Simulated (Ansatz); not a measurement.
Stepwise reaction of `[NH2][Ti]([NH2])([OH])[Cl]` with water, as a gas-phase model of exchange steps in deposition or etching. ΔE in kJ/mol; ΔG adds harmonic PBE0-D4 terms to CCSD(T)/CBS, at 1 bar.

Computed with Ansatz on PBE0-D4/def2-TZVP structures; ΔE is electronic, products minus reactants. CCSD(T)/CBS is the MP2 limit (def2-TZVPP, def2-QZVPP) plus CCSD(T) − MP2 in def2-TZVPP, frozen cores. This one scheme is used for every species. DFT in def2-TZVPP. B3LYP here is the variant with VWN-RPA as its local correlation; programs differ in this. For Ti outer-core shells are correlated without core-valence functions, which leaves a few kJ/mol of doubt a bond. Scalar relativity is left out up to krypton. One conformer a species, not always the lowest.

| step | reaction | PBE-D4 | B3LYP-D4 | ωB97M-V | CCSD(T)/CBS | ΔG(500 K) |
| --- | --- | --- | --- | --- | --- | --- |
| 1 | `[NH2][Ti]([NH2])([OH])[Cl]` + H₂O → `[NH2][Ti]([OH])([OH])[Cl]` + NH₃ | -61.0 | -61.3 | -61.6 | -55.4 | -49.4 |

Question: Give the row of step 2, `[NH2][Ti]([OH])([OH])[Cl]` + H₂O → `[OH][Ti]([OH])([OH])[Cl]` + NH₃. (Estimate.)

Answer: Ansatz gave: 
```json
{"step": "2", "reaction": "`[NH2][Ti]([OH])([OH])[Cl]` + H₂O → `[OH][Ti]([OH])([OH])[Cl]` + NH₃", "PBE-D4": "-53.8", "B3LYP-D4": "-54.0", "ωB97M-V": "-54.4", "CCSD(T)/CBS": "-47.0", "ΔG(500 K)": "-47.8"}
```

Question: By hand: ΔE of the 2 steps together at CCSD(T)/CBS.

Answer: (-55.4) + (-47.0) = -102.4 kJ/mol, or -51.2 kJ/mol a step.

In ΔE each step is higher than the one before. All are downhill at CCSD(T)/CBS. ΔG lies between -49.4 and -47.8 kJ/mol a step. PBE-D4 differs from CCSD(T)/CBS by -6.8 to -5.6 kJ/mol a step. Only this route is followed, and other bonds may react first. Isolated molecules leave out the surface, adducts and barriers. Largest T1 diagnostic: 0.024.
